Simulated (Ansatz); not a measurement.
Consider the redistribution: `[AlH2][CH2][GeH3]` + `[Cl][InH2]` → `[Cl][GeH3]` + `[AlH2][CH2][InH2]`.

Isolated molecules relaxed with PBE0-D4/def2-TZVP in Ansatz; ΔE leaves out vibrations. CCSD(T)/CBS adds triple-zeta CCSD(T) − MP2 to the extrapolated MP2 energy (def2 sets, frozen cores). DFT in def2-TZVPP. HSE06 is defined as in plane-wave codes. def2 core potentials past Kr. For Ge, In outer-core shells are correlated without core-valence functions, which leaves a few kJ/mol of doubt a bond. Scalar relativity is left out up to krypton.

| level | ΔE (kJ/mol) | difference from CCSD(T)/CBS |
| --- | --- | --- |
| r2SCANh-D4 | 56.6 | 1.0 |
| ωB97X-V | 55.7 | 0.1 |
| ωB97M-V | 54.1 | -1.5 |
| PBE-QIDH | 54.5 | -1.1 |
| HSE06 | 54.2 | -1.4 |
| CCSD/def2-SVP | 59.4 | 3.8 |
| SCS-MP2/def2-TZVPP | 51.3 | -4.3 |
| HF/def2-QZVPP | 61.2 | 5.6 |
| SCS-MP2/def2-QZVPP | 52.6 | -3.0 |
| HF/CBS(def2) | 61.1 | 5.5 |
| CCSD(T)/CBS | 55.6 | 0 |

Question: What do rigid-rotor, harmonic-oscillator terms from PBE0-D4/def2-TZVP frequencies (298.15 K, 1 bar) make of the CCSD(T)/CBS value? (Estimate.)

Answer: Computed: ΔZPE = -1.6 kJ/mol, ΔH = +54.0 kJ/mol, ΔS = -6 J/(mol·K), ΔG = +55.9 kJ/mol.

Largest T1 diagnostic among the species: 0.014.

In def2-TZVPP, CCSD(T) changes the Hartree–Fock value by −9.6 kJ/mol (the triples alone add −1.5 kJ/mol) and MP2 by −11.8 kJ/mol. From BLYP to BHLYP (50 % exact exchange), in def2-TZVPP and without D4, ΔE moves by +5.1 kJ/mol.
